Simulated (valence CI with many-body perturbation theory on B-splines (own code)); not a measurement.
## Pm21+: fill in the table

Method: valence CI with perturbative core correlation (CI+MBPT): four valence electrons over a frozen Dirac-Fock core [Kr], radial functions for each j: 7 s, 7 p, 8 d, 6 f, 4 g, 1 h, with the one-electron correlation potential Σ1, the two-electron term Σ2, the three-electron term Σ3, Breit, model QED; selected CI, second order for the rest, scaled by the run's own slope (own B-spline code, finite nucleus).

No measured levels were compared; by estimate terms of the open shell hold to 2 to 4 % of their energy, and close levels can change places. The list stops below the first excitations out of the core.

```tsv
Level	E (eV)
(4d3/2^4) J=0	0.000
(4d3/2^3 4d5/2) J=1	3.360
(4d3/2^3 4d5/2) J=2	5.513
(4d3/2^3 4d5/2) J=3	?
(4d3/2^3 4d5/2) J=4	?
(4d3/2^2 4d5/2^2) J=0 [a]	9.724
(4d3/2^2 4d5/2^2) J=4 [a]	10.185
(4d3/2^2 4d5/2^2) J=3 [a]	11.151
(4d3/2^2 4d5/2^2) J=2 [a]	?
(4d3/2^2 4d5/2^2) J=5	12.103
(4d3/2^2 4d5/2^2) J=1	?
(4d3/2^2 4d5/2^2) J=6	12.967
(4d3/2^2 4d5/2^2) J=4 [b]	?
(4d3/2^2 4d5/2^2) J=2 [b]	14.270
(4d3/2^2 4d5/2^2) J=3 [b]	?
(4d3/2 4d5/2^3) J=4 [a]	15.889
(4d3/2 4d5/2^3) J=3 [a]	17.168
(4d3/2^2 4d5/2^2) J=2 [c]	17.234
(4d3/2 4d5/2^3) J=5	18.250
(4d3/2 4d5/2^3) J=1 [a]	18.483
```

Levels are named by their leading jj configuration (3d3/2^4 stands for four electrons in 3d with j = 3/2), which in mixed levels can hold well under half, so a name can repeat and another be missing. Letters in brackets count levels of one name in rising energy.

Q: The levels stand in rising order. What does the calculation give for the missing energies?

A: (4d3/2^3 4d5/2) J=3 6.729; (4d3/2^3 4d5/2) J=4 6.759; (4d3/2^2 4d5/2^2) J=2 [a] 11.333; (4d3/2^2 4d5/2^2) J=1 12.563; (4d3/2^2 4d5/2^2) J=4 [b] 13.969; (4d3/2^2 4d5/2^2) J=3 [b] 14.411.
